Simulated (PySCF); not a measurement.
## Y2S3: from a saddle point downhill

PySCF 2.14.0, RKS PBE0, Y def2-SVP with ECP28, S def2-SVP; non-relativistic Hamiltonian with scalar-relativistic core potentials where named; density fitting; no spin-orbit coupling. Relaxed within the symmetry of its start, the geometry (D∞h) is

```xyz
5

Y     0.0000    0.0000    2.6057
Y     0.0000    0.0000   -2.6057
S     0.0000    0.0000    0.0000
S     0.0000    0.0000    4.9271
S     0.0000    0.0000   -4.9271
```

and its lowest harmonic modes are -94, -94, -80, -80, 14, 14 cm⁻¹ (negative: unstable). It was moved along the lowest mode and relaxed again, within the group C2v that the move left.

Where does it end, and how much lower?

In C2v, 0.776 eV lower, after 30 steps:
```xyz
5

Y    -0.6183   -0.0566    2.3087
Y    -0.6183   -0.0566   -2.3087
S    -1.6642   -0.1522    0.0000
S     1.6395    0.1500    2.6678
S     1.6395    0.1500   -2.6678
```

How do the contacts change?


```json
{"contact": "Y1–S3 (S)", "saddle (Å)": "2.606", "end (Å)": "2.536"}
{"contact": "Y1–S4 (S)", "saddle (Å)": "2.321", "end (Å)": "2.295"}
{"contact": "Y2–S5 (S)", "saddle (Å)": "2.321", "end (Å)": "2.295"}
```


Is the end a minimum?

Probably not: 1 of the modes stay unstable (below −25 cm⁻¹), though so soft as to be near the noise; lowest modes -30, 24, 53, 59, 113, 243 cm⁻¹.

State: singlet.
